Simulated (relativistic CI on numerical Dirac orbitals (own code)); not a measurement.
**Inner-shell lines of Sm33+**

Calculated at this level of theory: Dirac-Coulomb-Breit CI, orbitals from a KLI potential per configuration, a model potential for QED, unscaled Slater integrals (own radial code, finite nucleus).

Configuration list (outside the closed core [Ne] 3s2 3d10): 3p⁶4s, 3p⁵4s², 3p⁵4s4d, 3p⁵4s5s, 3p⁵4p5s, 3p⁶4p, 3p⁵4p4d. Levels of other configurations are missing.

The table holds the strongest lines. The upper levels have an inner-shell vacancy. Auger decay, open to those above the ionisation limit, is not computed, and radiative decays to configurations outside the model are missing too. Absolute energies can be off by a few tenths of a per cent, so close lines can change order. LS names give the leading component, which can be well under half, for lower levels too. Brackets number the levels in order of energy.

| λ (Å) | Upper | Lower | A (s⁻¹) | gA (s⁻¹) |
| --- | --- | --- | --- | --- |
| 8.41514 | 3p⁵4p4d ²D5/2 [46] | 3p⁶4p ²P°3/2 [3] | 1.40e+13 | 8.40e+13 |
| 8.39518 | 3p⁵4p4d ²D3/2 [31] | 3p⁶4p ²P°1/2 [2] | 1.44e+13 | 5.77e+13 |
| 8.3896 | 3p⁵4p4d ²P3/2 [52] | 3p⁶4p ²P°3/2 [3] | 1.74e+13 | 6.97e+13 |
| 8.38509 | 3p⁵4s4d ²P°3/2 [16] | 3p⁶4s ²S1/2 [1] | 2.89e+13 | 1.16e+14 |
| 8.38488 | 3p⁵4p4d ²D3/2 [32] | 3p⁶4p ²P°1/2 [2] | 1.96e+13 | 7.85e+13 |
| 8.3832 | 3p⁵4p4d ²P1/2 [33] | 3p⁶4p ²P°1/2 [2] | 3.73e+13 | 7.45e+13 |
| 8.37808 | 3p⁵4p4d ²D5/2 [53] | 3p⁶4p ²P°3/2 [3] | 1.73e+13 | 1.04e+14 |
| 8.37728 | 3p⁵4p4d ²P1/2 [54] | 3p⁶4p ²P°3/2 [3] | 2.14e+13 | 4.28e+13 |
| 8.36384 | 3p⁵4s4d ²P°1/2 [17] | 3p⁶4s ²S1/2 [1] | 2.85e+13 | 5.70e+13 |
| 8.36194 | 3p⁵4p4d ²P3/2 [55] | 3p⁶4p ²P°3/2 [3] | 1.35e+13 | 5.41e+13 |
| 8.35575 | 3p⁵4s4d ²P°3/2 [19] | 3p⁶4s ²S1/2 [1] | 7.71e+12 | 3.09e+13 |
| 8.33313 | 3p⁵4p4d ²S1/2 [58] | 3p⁶4p ²P°3/2 [3] | 1.53e+13 | 3.07e+13 |
| 7.77027 | 3p⁵4p4d ²D3/2 [72] | 3p⁶4p ²P°1/2 [2] | 1.61e+13 | 6.44e+13 |
| 7.76702 | 3p⁵4p4d ²P3/2 [80] | 3p⁶4p ²P°3/2 [3] | 7.30e+12 | 2.92e+13 |
| 7.7581 | 3p⁵4s4d ⁴D°1/2 [59] | 3p⁶4s ²S1/2 [1] | 1.76e+13 | 3.52e+13 |
| 7.75193 | 3p⁵4s4d ⁴D°3/2 [63] | 3p⁶4s ²S1/2 [1] | 1.49e+13 | 5.95e+13 |
| 7.74705 | 3p⁵4p4d ⁴D3/2 [85] | 3p⁶4p ²P°3/2 [3] | 6.95e+12 | 2.78e+13 |
| 7.74221 | 3p⁵4p4d ⁴P1/2 [86] | 3p⁶4p ²P°3/2 [3] | 1.69e+13 | 3.38e+13 |
| 7.74206 | 3p⁵4p4d ²D5/2 [87] | 3p⁶4p ²P°3/2 [3] | 1.04e+13 | 6.22e+13 |
| 7.72966 | 3p⁵4p4d ²P1/2 [73] | 3p⁶4p ²P°1/2 [2] | 1.75e+13 | 3.50e+13 |
